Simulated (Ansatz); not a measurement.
Coupled-cluster run, C₂H₈BNO, SMILES `COB(C)N`.

```yaml
crystal:
  periodic: [false, false, false]
  atoms:
    - {symbol: C, position_ang: [1.215636, -1.342668, -0.568866]}
    - {symbol: O, position_ang: [0.400965, -0.999883, 0.521424]}
    - {symbol: B, position_ang: [-0.368251, 0.140107, 0.513856]}
    - {symbol: C, position_ang: [-0.397953, 1.137148, -0.707569]}
    - {symbol: N, position_ang: [-1.134501, 0.365334, 1.670292]}
    - {symbol: H, position_ang: [1.985625, -0.586196, -0.755937]}
    - {symbol: H, position_ang: [1.710797, -2.286450, -0.335111]}
    - {symbol: H, position_ang: [0.633751, -1.476520, -1.487267]}
    - {symbol: H, position_ang: [-0.736694, 0.635736, -1.620142]}
    - {symbol: H, position_ang: [-1.054960, 1.992717, -0.539414]}
    - {symbol: H, position_ang: [0.601471, 1.526522, -0.927372]}
    - {symbol: H, position_ang: [-1.734398, 1.160250, 1.783906]}
    - {symbol: H, position_ang: [-1.121498, -0.266108, 2.452199]}
basis:
  gaussian: {orbitals: def2-TZVPP}
correlation: {method: ccsd_t}
```

```sh
$ ansatz run in.yaml --threads 2 --pin off --events-out ev --progress --plain --max-ram 32768MiB --backend cuda --devices 0, --max-vram 18GiB
```

Log, shortened:

```
Functional definition: HF
1578 factors; integrals over basis functions are off by at most 1.1e-3 eV
mean field evaluation 1: about -6378.4577 eV, gradient 4.7e1 eV
mean field evaluation 2: about -6378.6613 eV, gradient 4.7e1 eV
mean field evaluation 4: about -6383.4028 eV, gradient 4.4e0 eV
mean field evaluation 8: about -6383.4638 eV, gradient 2.7e-1 eV
mean field -6383.46404287 eV, -234.5879767083 hartree, gradient 1.0e-6 eV, S^2 0.000000; 0 other end points of the search recorded, 0 dependent functions left out
5 core orbitals not correlated: weight in the atoms' cores, before any rotation towards them, 1.000 or more for the frozen orbitals, at most 0.000 for the correlated occupied ones
reference -6383.46404287 eV, -234.5879767083 hartree; 15, 15 occupied and 247, 247 virtual orbitals, 1578 factors
second order -24.56529856 eV of doubles, -0.00000000 eV of singles
cycle   1  -25.03757050 eV  change   -4.7e-1 eV  update   9.7e-2
cycle   2  -25.57992933 eV  change   -5.4e-1 eV  update   2.7e-2
cycle   3  -25.69668576 eV  change   -1.2e-1 eV  update   1.4e-2
cycle   4  -25.68753768 eV  change    9.1e-3 eV  update   3.5e-3
cycle   5  -25.68672199 eV  change    8.2e-4 eV  update   1.6e-3
cycle   6  -25.68719099 eV  change   -4.7e-4 eV  update   4.6e-4
cycle   7  -25.68687798 eV  change    3.1e-4 eV  update   1.4e-4
cycle   8  -25.68684099 eV  change    3.7e-5 eV  update   4.0e-5
cycle   9  -25.68684919 eV  change   -8.2e-6 eV  update   1.3e-5
perturbative correction -0.96294132 eV, -0.0353874406 hartree
Total energy: -6410.11383338 eV, -235.5673384454 hartree
```

Hardware: 2 threads of an AMD EPYC 7R13 on a shared host and a share of an NVIDIA H100 80 GB. Wall time 25 s, peak host memory 0.79 GiB.

The correlation energy is -26.650 eV, 3.6 % of it from (T); the T1 diagnostic reads 0.0111.
